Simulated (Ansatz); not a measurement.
B2H6O2Sn (`B[O][SnH2][BH]O`) from Hartree–Fock to CCSD(T)

Cartesian coordinates in Å:
```
B -0.902 0.155 -1.789
O -0.619 -0.981 -1.172
Sn 0.528 -1.254 0.466
B 0.545 0.709 1.621
O 0.054 1.840 1.108
H -0.457 1.231 -1.402
H -1.607 0.162 -2.763
H -0.260 -2.577 1.201
H 2.003 -1.798 -0.202
H 0.989 0.747 2.733
H -0.274 1.767 0.198
```

Charge 0, multiplicity 1. Correlated methods include outer-core shells of Sn, which these sets cover unevenly. Sn: def2 effective core potential. The structure was optimised at the PBE0-D4/def2-TZVP level. It is one conformer, not always the lowest. Frozen core, restricted reference, the Gaussian-basis code of Ansatz.

```json
{"basis": "def2-SVP", "HF (Eh)": "-415.84225", "MP2 corr.": "-0.65765", "CCSD corr.": "-0.70624", "(T)": "-0.01952", "CCSD(T) total": "-416.56801"}
{"basis": "def2-TZVPP", "HF (Eh)": "-416.09672", "MP2 corr.": "-1.01172", "CCSD corr.": "-1.03949", "(T)": "-0.03663", "CCSD(T) total": "-417.17284"}
{"basis": "def2-QZVPP", "HF (Eh)": "-416.10895", "MP2 corr.": "-1.27558", "CCSD corr.": "–", "(T)": "–", "CCSD(T) total": "–"}
```
